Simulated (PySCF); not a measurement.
# Radial density of Gd (gadolinium, neutral)

UHF, [Xe] 4f7 5d2 6s1, high-spin 11F determinant (an excited configuration). Computed with PySCF 2.14 in cc-pVDZ-X2C (8s7p5d3f1g, 84 functions), with scalar relativity by spin-free X2C-1e.

```json
{"r (bohr)": "0.0180", "4πr²ρ (e/bohr)": "84.16", "4πr²(ρα − ρβ)": "0.0028"}
{"r (bohr)": "0.0303", "4πr²ρ (e/bohr)": "74.89", "4πr²(ρα − ρβ)": "0.0051"}
{"r (bohr)": "0.0510", "4πr²ρ (e/bohr)": "102.2", "4πr²(ρα − ρβ)": "0.0174"}
{"r (bohr)": "0.0858", "4πr²ρ (e/bohr)": "103.9", "4πr²(ρα − ρβ)": "0.0469"}
{"r (bohr)": "0.144", "4πr²ρ (e/bohr)": "88.89", "4πr²(ρα − ρβ)": "0.3375"}
{"r (bohr)": "0.243", "4πr²ρ (e/bohr)": "82.36", "4πr²(ρα − ρβ)": "2.0982"}
{"r (bohr)": "0.408", "4πr²ρ (e/bohr)": "43.18", "4πr²(ρα − ρβ)": "7.0972"}
{"r (bohr)": "0.687", "4πr²ρ (e/bohr)": "37.18", "4πr²(ρα − ρβ)": "8.1206"}
{"r (bohr)": "1.15", "4πr²ρ (e/bohr)": "12.26", "4πr²(ρα − ρβ)": "3.6215"}
{"r (bohr)": "1.94", "4πr²ρ (e/bohr)": "4.714", "4πr²(ρα − ρβ)": "1.1683"}
{"r (bohr)": "3.27", "4πr²ρ (e/bohr)": "0.9276", "4πr²(ρα − ρβ)": "0.7495"}
{"r (bohr)": "5.50", "4πr²ρ (e/bohr)": "0.2434", "4πr²(ρα − ρβ)": "0.2424"}
{"r (bohr)": "9.24", "4πr²ρ (e/bohr)": "0.008062", "4πr²(ρα − ρβ)": "0.0080"}
{"r (bohr)": "15.5", "4πr²ρ (e/bohr)": "1.191e-05", "4πr²(ρα − ρβ)": "0.0000"}
```

Densities and radii are taken from the X2C orbitals without a picture-change correction, which distorts them close to the nucleus.

Spin-orbit coupling, absent here, splits the open shell strongly.
